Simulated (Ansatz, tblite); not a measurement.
Cost and result up the ladder for the cluster As4O6⁺ (the lowest doublet isomer of a short search) (10 atoms). Charge 1, multiplicity 2. Geometry: r2SCAN-D4/def2-SVP.

```xyz
10

As    1.373    0.897    1.179
As   -0.852   -1.504    1.045
As   -1.431    1.351   -0.455
As    0.783   -0.641   -1.523
O     0.493   -0.553    1.743
O    -1.847   -0.175    0.380
O     0.010    1.829    0.492
O     0.027   -1.881   -0.569
O     1.906    0.147   -0.456
O    -0.462    0.530   -1.835
```

Ansatz on 4 threads of Intel Xeon Platinum 8488C on a shared host; xTB runs through tblite on one thread. Times are rough, summed over both states, and most runs start from the orbitals of an earlier one. PBE0-D4/def2-SVP serves as the yardstick here, not as an exact answer. Differences are given only for rows in sets of like size (and for xTB, whose basis is part of the method), since another set adds its own error. The other state is a quartet at its own geometry, which has other bonds, so the gap mixes isomer and spin.

The xTB rows come from tblite. Correlated methods freeze 42 core orbitals; core or outer-core shells of As are correlated, in sets that lack core-valence functions. The structure comes from a short search, and lower isomers may exist.

Correlated methods converge slowly with the basis, most of all in double-zeta sets.

xTB has no spin-polarisation term.

```csv
level,functions,wall time,quartet − doublet (eV),difference from PBE0-D4/def2-SVP (eV)
GFN2-xTB,60,0.029 s,4.00,0.53
GFN1-xTB,60,0.035 s,4.87,1.40
PBE-D4/def2-SVP,212,9.4 s,3.04,-0.42
HF/STO-3G,102,10 s,1.36,–
r2SCAN-D4/def2-SVP,212,25 s,3.11,-0.35
PBE0-D4/def2-SVP,212,27 s,3.47,0.00
HF/def2-SVP (with forces),212,32 s,3.34,-0.13
MP2/def2-SVP,212,35 s,4.33,0.86
PBE-QIDH/def2-SVP,212,46 s,3.84,0.37
```
